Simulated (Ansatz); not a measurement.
Energy difference R1 + R2 → P1 + P2, each structure at its B3LYP-D3(BJ)/def2-TZVP stationary point, reached from a drawn start (curvature not checked).
R1: MoO3 (SMILES [O]=[Mo](=[O])=[O]), charge 0, multiplicity 1.
R2: H2S (SMILES S), charge 0, multiplicity 1.
P1: MoO2S (SMILES [O]=[Mo](=[O])=[S]), charge 0, multiplicity 1.
P2: H2O (SMILES O), charge 0, multiplicity 1.

P less R. No zero-point or thermal terms; no spin–orbit coupling.

Correlated levels freeze the cores.

The values were computed with Ansatz (Gaussian basis) for Hartree–Fock, density functionals and correlated methods. All values are computed, each at the level named. Elements past Kr take the def2 small-core potentials, without spin–orbit coupling.

Total energies in hartree:

```csv
structure,PBE/def2-TZVPP,PBE0/def2-TZVPP,CCSD(T)/def2-QZVPP
R1,-293.894017,-293.794319,-293.291273
R2,-399.227845,-399.262427,-398.958206
P1,-616.751007,-616.689333,-615.902679
P2,-76.380147,-76.380766,-76.361323
```

Question: Work out the reaction energy at each level in kcal/mol (1 hartree = 627.50947 kcal/mol), and say how far PBE/def2-TZVPP lies from CCSD(T)/def2-QZVPP.

Answer: 
- PBE/def2-TZVPP: (-616.751007) + (-76.380147) − (-293.894017) − (-399.227845) = -0.009292 hartree = -5.83 kcal/mol
- PBE0/def2-TZVPP: (-616.689333) + (-76.380766) − (-293.794319) − (-399.262427) = -0.013353 hartree = -8.38 kcal/mol
- CCSD(T)/def2-QZVPP: (-615.902679) + (-76.361323) − (-293.291273) − (-398.958206) = -0.014523 hartree = -9.11 kcal/mol
PBE/def2-TZVPP less CCSD(T)/def2-QZVPP: 3.28 kcal/mol. CCSD(T)/def2-QZVPP is the level counted from, the highest shown, and no exact or measured value.

Ansatz is a quantum-chemistry and plane-wave program.
